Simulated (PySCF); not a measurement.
Indirect couplings

Bonds (- single, = double, # triple, : aromatic): O1=C2 1.194 Å, C2-O3 1.338 Å, O3-C4 1.382 Å, C4:C5 1.396 Å, C5:C6 1.396 Å, C6:C7 1.392 Å, C7:C8 1.395 Å, C8:C9 1.390 Å, C9:C4 1.396 Å. C2 carries H10; C5 carries H11; C6 carries H12; C7 carries H13; C8 carries H14; C9 carries H15.

Method: B3LYP/pcJ-1 (without the spin–dipole term)//PBE0-D3(BJ)/def2-SVP, PySCF; isolated molecule, single conformer, non-relativistic. Couplings are averaged over pairs made equivalent by symmetry, fast rotation or ring inversion, so a value needn't be that of the named pair in this geometry, while other rotamers aren't included; one pair stands for each set, and the list holds those of at least 1.5 Hz over up to four bonds, among pairs with at least one H atom (others weren't computed).

Isotopes: ¹³C, ¹H, ¹⁷O. Couplings to quadrupolar nuclei such as 17O and 33S are rarely resolved in practice.

```csv
pair,bonds,J (Hz)
"C2, H10",1,?
"C5, H11",1,174.3
"C6, H12",1,?
"C7, H13",1,168.9
"O1, H10",2,-9.0
"O3, H10",2,?
"C4, H11",2,-3.9
"C5, H12",2,2.3
"C6, H13",2,2.0
"O3, H11",3,-2.1
"C4, H10",3,?
"C4, H12",3,10.9
"C5, H13",3,8.2
"C5, H15",3,5.1
"C6, H14",3,9.1
"C7, H11",3,8.3
"H11, H12",3,9.5
"H12, H13",3,?
"C4, H13",4,?
"C5, H14",4,?
"H11, H15",4,2.3
```

Estimate the withheld couplings, with signs.

## Answers


- ¹J(C2,H10) = 240.0 Hz (bond length 1.109 Å, sp2 carbon)
- ¹J(C6,H12) = 168.1 Hz (bond length 1.093 Å, sp2 carbon)
- ²J(O3,H10) = -48.4 Hz (angle at C2 108°)
- ³J(C4,H10) = 8.8 Hz (dihedral angle 179°)
- ³J(H12,H13) = 8.3 Hz (dihedral angle 0°)
- ⁴J(C4,H13) = -1.9 Hz
- ⁴J(C5,H14) = -1.5 Hz
